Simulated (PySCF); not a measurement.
PBE0 on La (lanthanum, neutral), [Xe] 6s2 6p1, 2P determinant (an excited configuration). All numbers are calculated (PySCF 2.14, the spin-free X2C one-electron Hamiltonian (Gaussian nucleus), in x2c-TZVPPall).

```
cycle= 4 E= -8492.03159717517  delta_E= -0.00259  |g|= 0.016  |ddm|= 0.204
cycle= 5 E= -8492.03458883648  delta_E= -0.00299  |g|= 0.00735  |ddm|= 0.371
cycle= 6 E= -8492.03517605325  delta_E= -0.000587  |g|= 0.00312  |ddm|= 0.179
cycle= 7 E= -8492.03530526647  delta_E= -0.000129  |g|= 0.00206  |ddm|= 0.0724
cycle= 8 E= -8492.03537434461  delta_E= -6.91e-05  |g|= 0.00208  |ddm|= 0.0794
cycle= 9 E= -8492.03543459082  delta_E= -6.02e-05  |g|= 0.00117  |ddm|= 0.0634
cycle= 10 E= -8492.03545076154  delta_E= -1.62e-05  |g|= 0.000237  |ddm|= 0.0547
cycle= 11 E= -8492.03545073713  delta_E= 2.44e-08  |g|= 0.000146  |ddm|= 0.00378
cycle= 12 E= -8492.03545088962  delta_E= -1.52e-07  |g|= 2.44e-05  |ddm|= 0.00349
cycle= 13 E= -8492.03545089439  delta_E= -4.77e-09  |g|= 1.68e-05  |ddm|= 0.000322
cycle= 14 E= -8492.03545089097  delta_E= 3.43e-09  |g|= 1.57e-05  |ddm|= 0.000245
cycle= 15 E= -8492.03545088582  delta_E= 5.14e-09  |g|= 3.52e-06  |ddm|= 0.000793
cycle= 16 E= -8492.03545088572  delta_E= 1.04e-10  |g|= 1.23e-06  |ddm|= 0.000159
converged SCF energy = -8492.03545088572  <S^2> = 1.6398543  2S+1 = 2.7494394
```

Highest occupied orbital energy: -2.728 eV; ⟨L²⟩ = 6.10; populations by l: s 11.33, p 24.99, d 20.67, f 0.01.

Q: Can this result be used?

A: Not for this state. Self-consistency was reached. ⟨L²⟩ = 6.10 against 2 for a pure P term, so this real determinant mixes terms. Spin-orbit coupling, absent here, splits the open shell strongly. ⟨S²⟩ = 1.64 against 0.75 shows spin contamination. The s, p, d and f populations moved away from the nominal configuration during the SCF.
